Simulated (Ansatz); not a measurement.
Ansatz (a program for electronic structure) input for trans-1,3,3,3-tetrafluoropropene (C3H2F4), SMILES F/C=C/C(F)(F)F, PBE/def2-SVPD. Coordinates come from a ωB97X-D3(BJ)/def2-SVP optimisation.

Ansatz 0.2 input:
```yaml
crystal:
  periodic: [false, false, false]
  atoms:
    - {symbol: F, position_ang: [0.16119939, -2.84327511, 0.00000000]}
    - {symbol: C, position_ang: [-0.28439962, -1.59377018, -0.00000000]}
    - {symbol: C, position_ang: [0.54225413, -0.55395309, 0.00000001]}
    - {symbol: C, position_ang: [0.03304807, 0.85169632, 0.00000000]}
    - {symbol: F, position_ang: [0.46335550, 1.52448448, -1.07839786]}
    - {symbol: F, position_ang: [0.46335544, 1.52448449, 1.07839787]}
    - {symbol: F, position_ang: [-1.30964230, 0.90391882, -0.00000003]}
    - {symbol: H, position_ang: [-1.37654594, -1.52298487, -0.00000003]}
    - {symbol: H, position_ang: [1.62671805, -0.68736753, 0.00000004]}
basis:
  gaussian:
    orbitals: def2-SVPD
hamiltonian:
  xc: {name: PBE}
```

It prints:

```
WARN ansatz: RAYON_NUM_THREADS=2 ignored (pool sized by the plan → 2); use --threads N
Functional definition: PBE
integrals: 0.10 GiB planned
1375 factors; their error is unknown
mean field: 0.69 GiB planned
mean field evaluation 1: about -13981.4006 eV, gradient 5.4e1 eV
mean field evaluation 2: about -13975.5498 eV, gradient 7.6e1 eV
mean field evaluation 4: about -13986.8630 eV, gradient 5.9e0 eV
mean field evaluation 8: about -13986.9414 eV, gradient 1.7e-1 eV
mean field evaluation 16: about -13986.8582 eV, gradient 4.1e-4 eV
mean field -13986.85819956 eV, -514.0075582010 hartree, gradient 4.6e-5 eV, S^2 0.000000; 0 other end points of the search recorded, 0 dependent functions left out
reference -13986.85824920 eV, -514.0075600249 hartree; 28, 28 occupied and 140, 140 virtual orbitals, 1375 factors
Total energy: -13986.85824920 eV, -514.0075600249 hartree
```

The run converged.
